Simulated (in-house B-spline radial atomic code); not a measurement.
Results of a calculation; reference values are marked as such.
Si in an electron gas of r_s = 2.4: phase shifts, screening, friction and resistivity

A nucleus sits in a uniform electron gas with a rigid positive background. The Kohn-Sham equations are solved self-consistently in the spin-unpolarised LDA (PW92), non-relativistic, on B-splines with outgoing waves at the boundary and partial waves to l = 8. The model has no lattice, no bands and no magnetic solution. Atomic units; δ_l are the phase shifts at the Fermi level, counted so that each bound state adds π, and good to about 0.0005.

The density parameter is r_s = 2.4 bohr, near that of the valence electrons of In (3 per atom, density 7.31 g/cm³, mass 114.82 u, which gives r_s = 2.41).

```
l  δ_l (rad)
0     7.2096
1     4.4491
2     0.2470
3     0.0239
4     0.0033
5     0.0006
6     0.0002
7     0.0002
8     0.0001
```

Bound levels below the band bottom (hartree): s -64.68, s -4.616, p -3.052, s -0.07738.

Problem. Check the Friedel sum rule, and say where the screening charge sits.

Solution. k_F = (9π/4)^(1/3)/r_s = 0.79965. The rule is Z = (2/π) Σ (2l + 1) δ_l. The terms are s 4.590, p 8.497, d 0.786, f 0.107 and 0.028 beyond, in all 14.007 against Z = 14. Bound states hold 6 s, 6 p, 0 d electrons, so the scattering states carry 2.01 in all; where a term is smaller than its bound count, the bound level has drawn weight out of the band.

Problem. Find the transport cross section and the electronic stopping of a 10 keV Si ion (mass 28.09 u).

Solution. σ_tr = (4π/k_F²) Σ (l + 1) sin²(δ_l − δ_(l+1)). The terms for l = 0 to 3 are 0.1383, 1.5229, 0.1469, 0.0017, all together 1.8098, so σ_tr = 19.652 × 1.8098 = 35.567 bohr². With n = 3/(4π r_s³) = 0.01727, the friction coefficient is Q = n k_F σ_tr = 0.4912. For v well below v_F = 0.800, dE/dx = Q v; with 24801 eV per u at v = 1, v = √(10000/(24801 × 28.09)) = 0.1198, so dE/dx = 0.05884 hartree/bohr = 30.3 eV/nm. The largest term couples the p and d waves.

Problem. What residual resistivity would 1 atomic per cent of such centres give in In?

Solution. Δρ = k_F n_i σ_tr/n in atomic units of 21.74 μΩ·cm. With one host atom per 3 electrons, n_i/n = 0.01/3, so Δρ = 0.7996 × 0.00333 × 35.567 × 21.74 = 2.06 μΩ·cm. This is an atom added to the gas, as on an interstitial site.

Problem. On a substitutional site the background of one host ion, a sphere holding 3 charges, is taken out. The phase shifts for l = 0 to 4 become 6.9436, 3.7385, -0.0936, -0.0439, -0.0094. What follows?

Solution. The Friedel sum is now 11.00, for Z − 3 = 11. The sum in σ_tr is 0.8279, so σ_tr = 16.27 bohr² and Δρ = 0.94 μΩ·cm per atomic per cent, 0.46 times the value above. A real host ion scatters too, so this model doesn't give zero even for the host's own atom.
